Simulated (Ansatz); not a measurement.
C₂H₇NSi (`CN1C[SiH2]1`). Charge 0, multiplicity 1.

Cartesian coordinates in Å:
```
C 0.643 0.632 1.216
N 0.258 -0.381 0.273
C 0.400 -0.151 -1.178
Si -1.184 -0.817 -0.533
H 1.734 0.696 1.282
H 0.262 0.376 2.207
H 0.264 1.632 0.953
H 0.388 0.896 -1.499
H 1.165 -0.741 -1.679
H -2.352 0.099 -0.529
H -1.578 -2.242 -0.512
```

(1) List the harmonic frequencies (cm⁻¹, unscaled) at PBE0-D4/def2-TZVP in Ansatz. (An estimate is asked.)

(2) Is this a minimum?

(3) Give the ideal-gas thermochemistry at 298.15 K and 1 bar (rigid rotor, harmonic oscillator; point group C1, symmetry number 1).

(4) And at 400, 500, 600, 800 and 1000 K?

Results:

(1) The calculation gave: 149, 208, 320, 508, 622, 630, 690, 733, 814, 895, 983, 1058, 1090, 1145, 1188, 1305, 1441, 1468, 1479, 1501, 2232, 2259, 2976, 3046, 3056, 3112, 3139.

(2) Yes, all 27 modes are real.

(3) Zero-point energy 227.6 kJ/mol; H(298) − E = 244.3 kJ/mol; entropy 303.2 J/(mol·K), of which translation 162.4, rotation 103.7, vibration 37.0; G(298) − E = 154.0 kJ/mol.

(4) 
```json
{"T (K)": "400", "H − E (kJ/mol)": "254.6", "S (J/mol/K)": "332.6", "G − E (kJ/mol)": "121.6"}
{"T (K)": "500", "H − E (kJ/mol)": "266.8", "S (J/mol/K)": "359.8", "G − E (kJ/mol)": "86.9"}
{"T (K)": "600", "H − E (kJ/mol)": "280.9", "S (J/mol/K)": "385.3", "G − E (kJ/mol)": "49.7"}
{"T (K)": "800", "H − E (kJ/mol)": "313.2", "S (J/mol/K)": "431.7", "G − E (kJ/mol)": "-32.1"}
{"T (K)": "1000", "H − E (kJ/mol)": "349.9", "S (J/mol/K)": "472.6", "G − E (kJ/mol)": "-122.7"}
```
